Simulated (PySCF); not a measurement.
PySCF input file for Cl5Re, SMILES [Cl][Re+]([Cl])([Cl])([Cl])[Cl] (connectivity only; charge and spin as stated), charge +1, multiplicity 2, IEF-PCM-M06-2X/def2-SVP. Coordinates come from a B3LYP-D3(BJ)/def2-SVP optimisation. The spin state was assumed, not searched. The def2 effective core potentials stand for the cores of Re; spin–orbit coupling is left out.

```python
import numpy as np
from pyscf import gto, scf, dft
from pyscf.solvent import pcm

mol = gto.M(
    atom='''
    Re   -0.00000000    0.00000000    0.04127416
    Cl   -0.00000001    2.26127539   -0.20048565
    Cl    0.00000002   -2.26127538   -0.20048567
    Cl   -0.00000006   -0.00000002    2.22779089
    Cl    1.97529818    0.00000002   -1.00445567
    Cl   -1.97529812   -0.00000001   -1.00445577
    ''',
    basis='def2-SVP',
    ecp={'Re': 'def2-svp'},
    charge=1,
    spin=1,
    max_memory=1600,
    verbose=3,
)
mf = dft.UKS(mol, xc='m06-2x').density_fit(auxbasis='def2-universal-jkfit')
mf.grids.level = 4
mf.conv_tol = 1e-9
mf.max_cycle = 100
mf.kernel()
fine, coarse = mf.grids, dft.Grids(mol).set(level=1).build(with_non0tab=True)
for _ in range(3):  # follow internal instabilities
    mf.grids = coarse
    mo, _, stable, _ = mf.stability(return_status=True, nroots=4)
    mf.grids = fine
    if stable:
        break
    mf.kernel(mf.make_rdm1(mo, mf.mo_occ))
res = {}
for name, eps in {'water': 78.355, 'chlorobenzene': 5.6968, 'n-hexane': 1.8819}.items():
    s = mf.PCM()
    s.with_solvent.method, s.with_solvent.eps, s.with_solvent.lebedev_order = 'IEF-PCM', eps, 29
    s.kernel(mf.make_rdm1())
    res[name] = (s.e_tot, eps, s.dip_moment(), s.mo_energy, s.converged)
    print(f'{name}: electrostatic solvation free energy {(s.e_tot - mf.e_tot) * 627.509474:.3f} kcal/mol')
```

It prints:

```

WARN: HOMO -0.44007912862908 >= LUMO -0.440079128629075

converged SCF energy = -2378.15247860327  <S^2> = 0.77300077  2S+1 = 2.02287
<class 'pyscf.df.df_jk.DFUKS'> wavefunction is stable in the internal stability analysis

WARN: PCM is an experimental feature. It is still in testing.
Features and APIs may be changed in the future.

converged SCF energy = -2378.23565579208  <S^2> = 0.77094846  2S+1 = 2.0208399

WARN: System has nonzero charge 1; the dipole moment is origin-dependent.
Location of origin: [0. 0. 0.]

Dipole moment(X, Y, Z, Debye): -0.00000, -0.00000,  1.64212
water: electrostatic solvation free energy -52.194 kcal/mol

WARN: PCM is an experimental feature. It is still in testing.
Features and APIs may be changed in the future.

converged SCF energy = -2378.22114793574  <S^2> = 0.7714966  2S+1 = 2.0213823

WARN: System has nonzero charge 1; the dipole moment is origin-dependent.
Location of origin: [0. 0. 0.]

Dipole moment(X, Y, Z, Debye): -0.00000,  0.00000,  1.46716
chlorobenzene: electrostatic solvation free energy -43.091 kcal/mol

WARN: PCM is an experimental feature. It is still in testing.
Features and APIs may be changed in the future.

converged SCF energy = -2378.19085712523  <S^2> = 0.77233664  2S+1 = 2.0222133

WARN: System has nonzero charge 1; the dipole moment is origin-dependent.
Location of origin: [0. 0. 0.]

Dipole moment(X, Y, Z, Debye): -0.00000, -0.00000,  1.23544
n-hexane: electrostatic solvation free energy -24.083 kcal/mol
```

Self-consistency was reached.
